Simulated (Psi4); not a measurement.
Psi4 input (wB97X-D/6-311+G**):

```
memory 1500 MB

molecule {
0 1
C    -1.82422400   -0.00727500   -0.06648000
C    -0.54561500    0.31879700   -0.02996500
C     0.69460200   -0.03732300    0.02657300
O     1.85279800   -0.16939700    0.07307400
H    -2.60217500    0.74973500   -0.11870600
H    -2.16878700   -1.03975800   -0.04665000
symmetry c1
no_reorient
no_com
}

set {
  basis 6-311+G**
  reference rks
  scf_type pk
  dft_radial_points 99
  dft_spherical_points 590
  e_convergence 1e-8
  d_convergence 1e-7
  maxiter 150
}

e = energy('wb97x-d')
print_out(f'\nFINAL {e:.10f} DIPOLE {variable("CURRENT DIPOLE")[0]:.6f} {variable("CURRENT DIPOLE")[1]:.6f} {variable("CURRENT DIPOLE")[2]:.6f}\n')
```

From the output:

```
    One-Electron Energy =                -433.1606945065146874
    Two-Electron Energy =                 171.3471488725874678
    DFT Exchange-Correlation Energy =     -17.6747580060525564
    Empirical Dispersion Energy =          -0.0007916088095228
    VV10 Nonlocal Energy =                  0.0000000000000000
    Total Energy =                       -190.6372880480691094

Computation Completed

Properties will be evaluated at   0.000000,   0.000000,   0.000000 [a0]

Properties computed using the SCF density matrix

 Multipole Moments:

 ------------------------------------------------------------------------------------
     Multipole            Electronic (a.u.)      Nuclear  (a.u.)        Total (a.u.)
 ------------------------------------------------------------------------------------

 L = 1.  Multiply by 2.5417464519 to convert [e a0] to [Debye]
 Dipole X            :         -1.0160048            0.0000000           -1.0160048
 Dipole Y            :         -0.2684095           -0.0000094           -0.2684189
 Dipole Z            :         -0.0287300            0.0000076           -0.0287224
 Magnitude           :                                                    1.0512561

 ------------------------------------------------------------------------------------

FINAL -190.6372880481 DIPOLE -1.016005 -0.268419 -0.028722

*** Psi4 exiting successfully. Buy a developer a beer!
```

The geometry given is a B3LYP-D3(BJ)/def2-TZVP minimum.
